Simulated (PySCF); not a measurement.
Computed shifts of a molecule C3H6BrF, PBE0/pcSseg-1 in PySCF, GIAO, gas phase, equivalent atoms averaged, in ppm (number of nuclei): ¹³C: 117.0 (1), 38.6 (1), 9.7 (1). ¹⁹F: -157.1 (1). ¹H: 7.06 (1), 2.42 (1), 1.92 (1), 1.60 (3). References: ¹³C against TMS (σ = 186.3 ppm); ¹⁹F against CFCl3 (σ = 167.2 ppm); ¹H against TMS (σ = 31.56 ppm), references at their B3LYP-D3(BJ)/def2-TZVP geometries, non-relativistic (without spin–orbit terms, shifts of atoms bonded to Cl or Br come out too high). Geometry optimised at B3LYP-D3(BJ)/def2-SVP. One conformer was computed; it need not be the lowest.

**Question.** Which structure fits?
(A) C[C@H](F)CBr
(B) CC[C@H](F)Br
(C) CC(C)(F)Br

**Answer.** B, CC[C@H](F)Br
